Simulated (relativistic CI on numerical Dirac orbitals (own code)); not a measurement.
Computed by Dirac-Coulomb-Breit CI, orbitals from a KLI potential per configuration, model QED (radiative potential, 1s self-energy scaled to tabulated hydrogen-like ionisation energies), valence Slater integrals scaled by 0.9, P86 correlation estimate, and configurations built on the next ion tied to the tabulated ionisation energy (semi-empirical) (own radial code, finite nucleus).

Configurations in the expansion (outside the closed core 1s2): 2s², 2s3s, 2s3p, 2s2p, 2s3d, 2s4s, 2p², 2p3s, 2p3p, 2s4p, 2s4d, 2s4f, 3s², 3s3p, 3p². Levels of other configurations are missing.

Configurations that consist of the next ion and one excited electron were tied to the tabulated ionisation energy; Rydberg ones are usually within 1,000 to 3,000 cm⁻¹ and the lowest ones within about 6,000 (9,000 in d shells), while levels on excited terms of the next ion carry the error of that term, and the other configurations can be misplaced by 10,000 cm⁻¹ or more. Rates follow the energies as ν³ (E1, M1) or ν⁵ (E2), so rates, branching and lifetimes can be off by large factors.

Outline of the computed level scheme of Si XI. Lowest level of each configuration: 2s² ¹S0 at 0.000 eV; 2s2p ³P°0 at 21.510 eV; 2p² ³P0 at 55.521 eV; 2s3s ³S1 at 274.076 eV; 2s3p ¹P°1 at 284.065 eV; 2s3d ³D1 at 289.286 eV; 2p3s ³P°0 at 300.712 eV; 2p3p ¹P1 at 306.861 eV; 2s4s ³S1 at 366.145 eV.

Some strong electric-dipole decays among the lowest 36 levels: 2s3d ³D3 → 2s2p ³P°2 (1.4e+12 s⁻¹); 2s3d ³D2 → 2s2p ³P°1 (1.1e+12 s⁻¹); 2s3d ¹D2 → 2s2p ¹P°1 (1.0e+12 s⁻¹); 2s3d ³D1 → 2s2p ³P°0 (7.9e+11 s⁻¹); 2s3d ³D1 → 2s2p ³P°1 (5.9e+11 s⁻¹); 2s3p ¹P°1 → 2s² ¹S0 (5.2e+11 s⁻¹); 2s3d ³D2 → 2s2p ³P°2 (3.5e+11 s⁻¹); 2s3s ³S1 → 2s2p ³P°2 (1.8e+11 s⁻¹).
